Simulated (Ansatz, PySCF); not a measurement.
Gas-phase reaction 2 R1 + R2 → P1 + P2 + P3, each structure at its B3LYP-D3(BJ)/def2-TZVP stationary point, reached from a drawn start (curvature not checked).
P1, CH4 (SMILES C) (charge 0, multiplicity 1):
```xyz
5

C      0.00000     0.00000     0.00000
H      0.62892     0.62892     0.62892
H     -0.62892    -0.62892     0.62892
H      0.62892    -0.62892    -0.62892
H     -0.62892     0.62892    -0.62892
```
R1: H2 (SMILES [H][H]), charge 0, multiplicity 1.
P2: HF (SMILES F), charge 0, multiplicity 1.
P3, SiH4 (SMILES [SiH4]) (charge 0, multiplicity 1):
```xyz
5

Si     0.000     0.000     0.000
H      0.855     0.855     0.855
H     -0.855    -0.855     0.855
H     -0.855     0.855    -0.855
H      0.855    -0.855    -0.855
```
R2: CH5FSi (SMILES C[SiH2]F), charge 0, multiplicity 1.

P less R. No zero-point or thermal terms.

Cores are frozen in the correlated methods.

The values were computed with Ansatz (Gaussian basis) for Hartree–Fock, density functionals and correlated methods; PySCF for the D3/D4 terms. All values are computed, each at the level named.

```
level                     reaction energy (kJ/mol)
------------------------  ------------------------
PBE/def2-TZVPP                                79.5
BLYP/def2-TZVPP                               81.9
revPBE/def2-TZVPP                             76.2
revPBE-D3(BJ)/def2-TZVPP                      84.5
CAM-B3LYP/def2-TZVPP                          83.9
wB97M-V/def2-TZVPP                            91.3
SCS-MP2/cc-pV(D+d)Z                           64.5
CCSD(T)/cc-pV(D+d)Z                           56.1
CCSD(T)/cc-pV(Q+d)Z                            [?]
```

### Question
Complete the blanks.

### Answer

- CCSD(T)/cc-pV(Q+d)Z, reaction energy (kJ/mol): 91.0

Ansatz is a quantum-chemistry and plane-wave program.
